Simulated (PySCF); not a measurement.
## Vibration and rotation of PbF⁺

RHF-CCSD(T) constants of PbF⁺, ¹Σ⁺ (singlet), closed shell (basis Pb def2-SVP with ECP60, F def2-SVP; scalar-relativistic core potentials; PySCF 2.14; masses 207.9766 and 18.9984 u):

| Quantity | Value |
| --- | --- |
| ωe | 631.7 cm⁻¹ |
| ωexe | 2.21 cm⁻¹ |
| Be | 0.24063 cm⁻¹ |
| αe | 0.00118 cm⁻¹ |
| D (centrifugal) | 1.4e-07 cm⁻¹ |

Estimate the standard entropy (1 bar) and heat capacity of the ideal gas at 298.15 K, rigid rotor with B0 and harmonic oscillator at the fundamental.

Translation (Sackur–Tetrode, M = 226.98 u): 176.5 J/(mol K). Rotation: q = kT/(σB0) = 863 with σ = 1, 64.5. Vibration: x = hcν0/kT = 3.03, 1.69. S° = 242.7 J/(mol K); Cp = 7R/2 + 4.08 = 33.2 J/(mol K).

Correlated steps freeze 5 core orbitals. These are scalar-relativistic numbers at best; spin–orbit coupling would shift them, the dissociation energy most. The CCSD T1 diagnostic is raised, a sign that a single reference may not be enough here.
